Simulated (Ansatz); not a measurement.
Ansatz (a quantum-chemistry and plane-wave program) input (B3LYP-D3(BJ)/def2-TZVP):

Ansatz 0.2 input:
```yaml
crystal:
  periodic: [false, false, false]
  atoms:
    - {symbol: C, position_ang: [1.98082971, -2.41013710, 1.65835632]}
    - {symbol: C, position_ang: [1.28954631, -1.44339825, 1.04714875]}
    - {symbol: C, position_ang: [0.75424499, -0.45671663, 0.50317119]}
    - {symbol: C, position_ang: [-0.11510670, 0.32241969, -0.13870927]}
    - {symbol: C, position_ang: [-0.63130403, 1.31089652, -0.67255552]}
    - {symbol: C, position_ang: [-1.73334535, 1.95099349, -1.39167575]}
    - {symbol: H, position_ang: [2.62854360, -3.08623934, 1.10818834]}
    - {symbol: H, position_ang: [1.86690654, -2.61254708, 2.71917097]}
    - {symbol: H, position_ang: [-1.53757694, 1.95284058, -2.47213095]}
    - {symbol: H, position_ang: [-2.70360984, 1.45005922, -1.23372893]}
    - {symbol: H, position_ang: [-1.85141019, 2.99801962, -1.07922660]}
basis:
  gaussian:
    orbitals: def2-TZVP
hamiltonian:
  xc: b3lyp
  dispersion: d3bj
total_charge: -1
relax: {f_tol: 0.002, max_steps: 150}
```

End of the output:

```
these checks for a lower state are left out or cut short: starts, cluster_reference, orbital_swaps, neighbouring_geometries, increment
integrals: 0.12 GiB planned
1300 factors; their error is unknown
mean field: 1.09 GiB planned
mean field evaluation 224: about -6302.8166 eV, gradient 8.2e-3 eV
mean field -6302.81656701 eV, -231.6242366353 hartree, gradient 1.6e-5 eV, S^2 0.000000; 0 other end points of the search recorded, 0 dependent functions left out
the calculation of the forces begins
reference -6302.81687868 eV, -231.6242480888 hartree; 21, 21 occupied and 195, 195 virtual orbitals, 1300 factors
relax step  30: F+E_penalty+E_count = -6303.15776373 eV  Δ(F+E_penalty+E_count) = -4.197e-6 eV  max|allowed force component| = 3.195e-3 eV/Å  Δτ_max = 0.0043 Å  (38 SCF iters, accepted)
these checks for a lower state are left out or cut short: starts, cluster_reference, orbital_swaps, neighbouring_geometries, increment
integrals: 0.12 GiB planned
1300 factors; their error is unknown
mean field: 1.10 GiB planned
mean field -6302.81657328 eV, -231.6242368656 hartree, gradient 1.6e-5 eV, S^2 0.000000; 0 other end points of the search recorded, 0 dependent functions left out
the calculation of the forces begins
reference -6302.81688495 eV, -231.6242483191 hartree; 21, 21 occupied and 195, 195 virtual orbitals, 1300 factors
relax step  31: F+E_penalty+E_count = -6303.15776440 eV  Δ(F+E_penalty+E_count) = -6.732e-7 eV  max|allowed force component| = 2.230e-3 eV/Å  Δτ_max = 0.0011 Å  (39 SCF iters, accepted)
these checks for a lower state are left out or cut short: starts, cluster_reference, orbital_swaps, neighbouring_geometries, increment
integrals: 0.12 GiB planned
1300 factors; their error is unknown
mean field: 1.10 GiB planned
mean field -6302.81657468 eV, -231.6242369170 hartree, gradient 1.6e-5 eV, S^2 0.000000; 0 other end points of the search recorded, 0 dependent functions left out
the calculation of the forces begins
reference -6302.81688635 eV, -231.6242483705 hartree; 21, 21 occupied and 195, 195 virtual orbitals, 1300 factors
relax step  32: F+E_penalty+E_count = -6303.15776494 eV  Δ(F+E_penalty+E_count) = -5.346e-7 eV  max|allowed force component| = 1.523e-3 eV/Å  Δτ_max = 0.0003 Å  (38 SCF iters, accepted)
integrals: 0.12 GiB planned
1300 factors; their error is unknown
mean field: 1.10 GiB planned
mean field evaluation 256: about -6302.8197 eV, gradient 1.5e-1 eV
mean field -6302.81657468 eV, -231.6242369170 hartree, gradient 1.6e-5 eV, S^2 0.000000; 1 other end points of the search recorded, 0 dependent functions left out
the calculation of the forces begins
reference -6302.81688635 eV, -231.6242483705 hartree; 21, 21 occupied and 195, 195 virtual orbitals, 1300 factors
Total energy: -6303.15807660 eV, -231.6367868812 hartree
Atom 0 at     1.939343    -2.435390     1.687234 Å, force     0.000851    -0.000536     0.001483 eV/Å
Atom 1 at     1.297172    -1.441308     1.043807 Å, force    -0.001368    -0.000299     0.000227 eV/Å
Atom 2 at     0.705264    -0.513947     0.445828 Å, force     0.001467     0.000994    -0.001164 eV/Å
Atom 3 at     0.030150     0.441681    -0.189584 Å, force    -0.000385     0.000316     0.001014 eV/Å
Atom 4 at    -0.502998     1.396737    -0.783396 Å, force    -0.000335    -0.001523    -0.000290 eV/Å
Atom 5 at    -1.730188     1.934560    -1.386608 Å, force    -0.000309     0.001470    -0.000872 eV/Å
Atom 6 at     2.445479    -3.227991     1.145994 Å, force    -0.000148     0.000267    -0.000002 eV/Å
Atom 7 at     1.975413    -2.479950     2.770798 Å, force    -0.000135     0.000008    -0.001175 eV/Å
Atom 8 at    -1.586578     2.165162    -2.449444 Å, force    -0.000107    -0.000197     0.001024 eV/Å
Atom 9 at    -2.598354     1.256085    -1.319459 Å, force     0.000284     0.000208    -0.000035 eV/Å
Atom 10 at    -2.026986     2.880554    -0.917163 Å, force     0.000184    -0.000707    -0.000210 eV/Å
Dipole moment:    -0.595883     0.390920    -0.352749 e Å
```

It need not be the lowest isomer of its formula. Whether it binds its extra electron was not tested at this geometry.
